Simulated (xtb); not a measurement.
hydrogen peroxide (H$_{2}$O$_{2}$), singlet, from a rough starting geometry; GFN2-xTB in xtb.

xtb was given this input:
```
$ xtb mol.xyz --gfn 2 --opt vtight --json

# file mol.xyz
4

O     -0.02609084     0.68379801    -0.28070738
O     -0.03234325    -0.75056449    -0.25417748
H      0.79624362     0.85613811     0.20693412
H     -0.84032215    -0.87262763     0.26571648
```

It wrote (shortened):

```
   ID    Z sym.   atoms
    1    8 O      1, 2
    2    1 H      3, 4

           -------------------------------------------------
          |                Calculation Setup                |
           -------------------------------------------------

           -------------------------------------------------
          |                 G F N 2 - x T B                 |
           -------------------------------------------------

          ...................................................
          :                      SETUP                      :
          :.................................................:
          :  # basis functions                  10          :
          :  # atomic orbitals                  10          :
          :  # shells                            6          :
          :  # electrons                        14          :
          :  max. iterations                   250          :
          :  Hamiltonian                  GFN2-xTB          :
          :  restarted?                      false          :
          :  GBSA solvation                  false          :
          :  PC potential                    false          :
          :  electronic temp.          300.0000000     K    :
          :  accuracy                    1.0000000          :
          :  -> integral cutoff          0.2500000E+02      :
          :  -> integral neglect         0.1000000E-07      :
          :  -> SCF convergence          0.1000000E-05 Eh   :
          :  -> wf. convergence          0.1000000E-03 e    :
          :  Broyden damping             0.4000000          :
          :  net charge                          0          :
          :  unpaired electrons                  0          :
          ...................................................

 iter      E             dE          RMSdq      gap      omega  full diag
   1     -9.0816283 -0.908163E+01  0.559E+00    7.75       0.0  T
   2     -9.0823338 -0.705542E-03  0.332E+00    7.76       1.0  T
   3     -9.0826078 -0.273955E-03  0.240E-01    7.78       1.0  T
   4     -9.0826371 -0.292990E-04  0.576E-02    7.79       1.0  T
   5     -9.0826391 -0.199246E-05  0.287E-02    7.79       1.7  T
   6     -9.0826392 -0.136281E-06  0.192E-03    7.79      26.0  T
   7     -9.0826392 -0.721453E-09  0.614E-04    7.79      81.5  T
   8     -9.0826392 -0.148589E-09  0.959E-05    7.79     521.1  T

   *** convergence criteria satisfied after 8 iterations ***

[...]
 * total energy  :    -9.0536703 Eh     change       -0.1482749E-03 Eh
 * total energy  :    -9.0540466 Eh     change       -0.3763380E-03 Eh
 * total energy  :    -9.0539609 Eh     change        0.8574588E-04 Eh
 * total energy  :    -9.0543458 Eh     change       -0.3849638E-03 Eh
 * total energy  :    -9.0544516 Eh     change       -0.1058330E-03 Eh
 * total energy  :    -9.0544447 Eh     change        0.6934031E-05 Eh
 * total energy  :    -9.0545626 Eh     change       -0.1178660E-03 Eh
 * total energy  :    -9.0545960 Eh     change       -0.3346206E-04 Eh
 * total energy  :    -9.0546475 Eh     change       -0.5149910E-04 Eh
 * total energy  :    -9.0546638 Eh     change       -0.1629600E-04 Eh
 * total energy  :    -9.0546696 Eh     change       -0.5713333E-05 Eh
 * total energy  :    -9.0546696 Eh     change       -0.9574769E-07 Eh
   *** GEOMETRY OPTIMIZATION CONVERGED AFTER 15 ITERATIONS ***
         :: total energy              -9.054669645992 Eh    ::
[...]
         7        2.0000           -0.4282179             -11.6524 (HOMO)
         8                         -0.1496885              -4.0732 (LUMO)
         9                          0.1138992               3.0994
        10                          0.1563120               4.2535
      -------------------------------------------------------------
                  HL-Gap            0.2785294 Eh            7.5792 eV
             Fermi-level           -0.2889532 Eh           -7.8628 eV

     #   Z          covCN         q      C6AA      α(0)
     1   8 O        1.736    -0.324    19.406     5.948
     2   8 O        1.736    -0.324    19.405     5.948
     3   1 H        0.805     0.324     0.654     1.270
     4   1 H        0.805     0.324     0.653     1.270

 Mol. C6AA /au·bohr⁶  :        108.199054
 Mol. C8AA /au·bohr⁸  :       2034.812560
 Mol. α(0) /au        :         14.435718

Wiberg/Mayer (AO) data.
largest (>0.10) Wiberg bond orders for each atom

 ---------------------------------------------------------------------------
     #   Z sym  total        # sym  WBO       # sym  WBO       # sym  WBO
 ---------------------------------------------------------------------------
     1   8 O    1.895 --     2 O    1.004     3 H    0.891
     2   8 O    1.895 --     1 O    1.004     4 H    0.891
     3   1 H    0.895 --     1 O    0.891
     4   1 H    0.895 --     2 O    0.891
 ---------------------------------------------------------------------------

Topologies differ in total number of bonds
Writing topology from bond orders to xtbtopo.mol

molecular dipole:
                 x           y           z       tot (Debye)
 q only:       -0.000       0.001       0.000
   full:       -0.000       0.001       0.000       0.002
molecular quadrupole (traceless):
                xx          xy          yy          xz          yz          zz
 q only:        1.485       3.045      -0.078      -0.104      -0.076      -1.408
  q+dip:        2.665       4.197      -1.527      -0.141      -0.064      -1.137
   full:        2.507       4.198      -0.691      -0.150      -0.092      -1.815

optimized geometry written to: xtbopt.xyz

           -------------------------------------------------
          | TOTAL ENERGY               -9.054669645992 Eh   |
          | GRADIENT NORM               0.000212010061 Eh/α |
          | HOMO-LUMO GAP               7.579171276427 eV   |
           -------------------------------------------------
```
